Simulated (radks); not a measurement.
The numbers below are computed, except where a source is named.
All-electron atom: Si II in [Ne] 3s2 3p1 (the NIST ground configuration). Code: a radial shooting solver on a logarithmic mesh with Libxc functionals. Model: non-relativistic Kohn-Sham, r2SCAN, spin-polarised, spherical densities, point nucleus; open shells are filled with parallel spins first; meta-GGA in the generalised Kohn-Sham scheme; hard spherical wall at 5 bohr. Some entries of the table are withheld. Estimate them.

| orbital | occ. | eigenvalue (eV) | <r> (bohr) |
|---|---|---|---|
| 1s up | 1 | -1800.997 | 0.1116 |
| 1s down | 1 | -1800.852 | 0.1116 |
| 2s up | 1 | -151.2976 | 0.5673 |
| 2s down | 1 | -151.1947 | 0.5674 |
| 2p up | 3 | -106.2100 | 0.5369 |
| 2p down | 3 | -106.0212 | 0.5369 |
| 3s up | 1 | -19.2418 | 2.032 |
| 3s down | 1 | -17.6781 | 2.025 |
| 3p up | 1 | (1) | 2.249 |
| 3p down | 0 | (2) | 2.249 |
| 3d up | 0 | -0.1678 | 2.550 |
| 3d down | 0 | 1.1249 | 2.554 |
| 4s up | 0 | 6.9229 | 2.923 |
| 4s down | 0 | 7.7666 | 2.929 |
| 4p up | 0 | 12.6752 | 2.854 |
| 4p down | 0 | 13.4769 | 2.844 |

Answer. 
(1) 3p up eigenvalue (eV): -11.1801
(2) 3p down eigenvalue (eV): -9.6860
